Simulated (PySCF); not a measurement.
# Ar²⁺: ionisation energy

Ar²⁺ [Ne] 3s2 3p4 (3P) → Ar³⁺ [Ne] 3s2 3p3 (4S), as a difference of total energies. All numbers are calculated (PySCF 2.14, the non-relativistic Hamiltonian (point nucleus), in dyall-acv3z). Correlated levels: valence: [Ne] frozen; valence and next inner shell: 1s2 frozen; virtual orbitals above 40 to 60 times the deepest correlated orbital energy dropped. The calculations carry no spin-orbit coupling.

Q: Order these methods by the ionisation energy they give, lowest first.
A. SCS-MP2 (valence and next inner shell)
B. MN15
C. UHF
D. MP2 (valence)

A: C (39.397 eV), D (40.239 eV), A (40.379 eV), B (40.979 eV).

A first-order spin-orbit estimate (lowest level to lowest level, LS coupling) adds 0.062 eV.

Errors of the correlated levels include the incompleteness of this basis and the frozen core.

For comparison: 40.735 ± 0.012 eV (semi-empirical (NIST evaluation); NIST Atomic Spectra Database, ionization energies).
